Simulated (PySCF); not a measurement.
**29Si chemical shifts**

Theory: GIAO PBE0/pcSseg-1 shieldings, structure optimised with GFN2-xTB, in PySCF 2.14.0 with density-fitted response routines (non-relativistic, no solvent, rapidly exchanging positions averaged, single conformer).

Shieldings were converted by a linear fit to measured shifts: 29Si (scatter 8.9 ppm rms, 25.8 ppm with the 6 outliers that the fit left out vs TMS, solution or neat liquid). A few per cent of atoms miss by over 2 rms, more outside the fitted compound classes.

Question: Give the 29Si shifts of `O[SiH2]OC1=C(C[SiH3])[C@@H]1F`, `CC#C[Si](C)(C)P`, `CC1=C(C)P1C[SiH3]`.

Answer: 
| compound | environment | δ (ppm) |
| --- | --- | --- |
| [OH:1][SiH2:2][O:3][C:4]1=[C:5]([CH2:6][SiH3:7])[C@@H:8]1[F:9] | Si2: silicon bonded to 2 O, 2 H | -29.9 |
| [OH:1][SiH2:2][O:3][C:4]1=[C:5]([CH2:6][SiH3:7])[C@@H:8]1[F:9] | Si7: silicon bonded to C, 3 H | -64.0 |
| CC#C[Si](C)(C)P | silicon bonded to 3 C, P | -23.3 |
| CC1=C(C)P1C[SiH3] | silicon bonded to C, 3 H | -69.3 |

Question: Match the shifts -11.9, -27.7, -63.5 ppm to `C=C(C#CC[SiH2]S)CF`, `C/C([SiH3])=P\C1CC1`, `C=C[Si@H](P)C1CC1`.

Answer: -11.9: C=C[Si@H](P)C1CC1 (silicon bonded to 2 C, P, H); -27.7: C=C(C#CC[SiH2]S)CF (silicon bonded to C, S, 2 H); -63.5: C/C([SiH3])=P\C1CC1 (silicon bonded to C, 3 H).
